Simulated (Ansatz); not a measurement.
Stepwise reaction of `C[O][Ga]([OH])[OH]` with hydrogen sulfide, as a gas-phase model of exchange steps in deposition or etching. ΔE in kJ/mol.

Program: Ansatz. Geometries: PBE0-D4/def2-TZVP. ΔE: electronic, gas phase. CBS: MP2 limit from def2 TZ/QZ plus the TZ coupled-cluster correction, frozen cores. This one scheme is used for every species. DFT in def2-TZVPP. B3LYP here is the variant with VWN-RPA as its local correlation; programs differ in this. For Ga outer-core shells are correlated without core-valence functions, which leaves a few kJ/mol of doubt a bond. Scalar relativity is left out up to krypton. One conformer a species, not always the lowest.

```csv
step,reaction,PBE-D4,B3LYP-D4,ωB97M-V,CCSD(T)/CBS
1,`C[O][Ga]([OH])[OH]` + H₂S → `C[O][Ga]([OH])[SH]` + H₂O,-41.9,-36.2,-35.8,-38.1
```

(1) Give the row of step 2, `C[O][Ga]([OH])[SH]` + H₂S → `C[O][Ga]([SH])[SH]` + H₂O. (An estimate is asked.)

(2) By hand: ΔE of the 2 steps together at CCSD(T)/CBS.

Results:

(1) Ansatz gave: 
| step | reaction | PBE-D4 | B3LYP-D4 | ωB97M-V | CCSD(T)/CBS |
| --- | --- | --- | --- | --- | --- |
| 2 | `C[O][Ga]([OH])[SH]` + H₂S → `C[O][Ga]([SH])[SH]` + H₂O | -39.4 | -34.4 | -33.6 | -36.8 |

(2) (-38.1) + (-36.8) = -74.9 kJ/mol, or -37.5 kJ/mol a step.

In ΔE the steps differ by no more than 1.3 kJ/mol. All are downhill at CCSD(T)/CBS. PBE-D4 differs from CCSD(T)/CBS by -3.8 to -2.6 kJ/mol a step. Isolated molecules leave out the surface, adducts and barriers. Largest T1 diagnostic: 0.014.
